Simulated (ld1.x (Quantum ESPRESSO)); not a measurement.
# What one change does to a pseudopotential (thallium (Tl), TM)

ld1.x (Quantum ESPRESSO) 7.5 input, shortened:

```
&input
   title='Tl', zed=81., rel=2, dft='PBE', iswitch=3,
   config='[Xe] 4f14 5d10 6s2 6p0', rel_dist='average'
 /
 &inputp
   pseudotype=2, tm=.true., lloc=0,
   nlcc=.false.
 /
3
6P  2  1   0.00   0.00  2.45  2.45  0.0
5D  3  2  10.00   0.00  1.90  1.90  0.0
6S  1  0   2.00   0.00  1.50  1.50  0.0
 &test
   configts(1)='5d10 6s2 6p0'
 /
```

Open shells are filled in proportion to 2j + 1 (rel_dist='average').

All-electron outer shells of the reference configuration (PBE, scalar-relativistic, ld1.x):

| shell | level (eV) | outermost node (bohr) | outermost maximum (bohr) |
| --- | --- | --- | --- |
| 4f | -121.30 | – | 0.36 |
| 5p | -83.39 | 0.50 | 0.91 |
| 5d | -22.75 | 0.53 | 1.11 |
| 6s | -16.31 | 1.04 | 2.05 |
| 6p | -8.19 | 1.22 | 2.70 |

Change: core correction a·sin(br)/r model core inside 1.78 bohr.

Cutoffs: the cutoffs (Ry, on a coarse ladder) from which the occupation-weighted sum of valence levels, in a spherical-Bessel basis at the reference potential, stays within 10 and 1 mRy of its value at 400 Ry; they do not see the model core or the augmentation charge, which bear on the density cutoff. Errors are all-electron minus pseudo energies relative to the spin-unpolarised reference configuration.

Predict the effect on cutoff, ghosts and configuration errors.

The potential gets neither clearly harder nor softer (80 Ry and 160 Ry → 80 Ry and 160 Ry); of the 7 tests that both files solve, the error grows in 1 and shrinks in 6 by more than 15 % and 0.3 meV (median size 35.1 → 12.0 meV); neither file shows a bound ghost. A model core, the more so a compact one, raises the density cutoff, which this test does not measure.

| quantity | base | changed |
| --- | --- | --- |
| cutoff, loose | 80 Ry | 80 Ry |
| cutoff, tight | 160 Ry | 160 Ry |
| bound ghosts | none | none |
| error for 5d10 6s2 6p1, meV [ΔE -5.27 eV] | +2.3 | -1.6 |
| error for 5d10 6s1 6p0, meV [ΔE 20.79 eV] | +35 | +12 |
| error for 5d10 6s0 6p0, meV [ΔE 50.93 eV] | +145 | +59 |
| error for 5d9 6s0 6p0, meV [ΔE 102.70 eV] | +40 | -140 |
| error for 5d10 6s1 6p1, meV [ΔE 8.15 eV] | +25 | +9.1 |
| error for 5d10 6s1 6p2, meV [ΔE 2.01 eV] | +24 | +3.7 |
| error for 5d10 6s0 6p3, meV [ΔE 9.68 eV] | +57 | +36 |
| s: phases at 2.65 bohr within 0.05 rad from the reference energy up to (Ry; the scan ends near 5) | -0.3 | -0.3 |
| p1/2: phases at 2.65 bohr within 0.05 rad from the reference energy up to (Ry; the scan ends near 5) | 4.1 | 4.1 |
| p3/2: phases at 2.65 bohr within 0.05 rad from the reference energy up to (Ry; the scan ends near 5) | 4.0 | 4.0 |
| d3/2: phases at 2.65 bohr within 0.05 rad from the reference energy up to (Ry; the scan ends near 5) | 0.6 | 0.6 |
| d5/2: phases at 2.65 bohr within 0.05 rad from the reference energy up to (Ry; the scan ends near 5) | 0.8 | 0.8 |
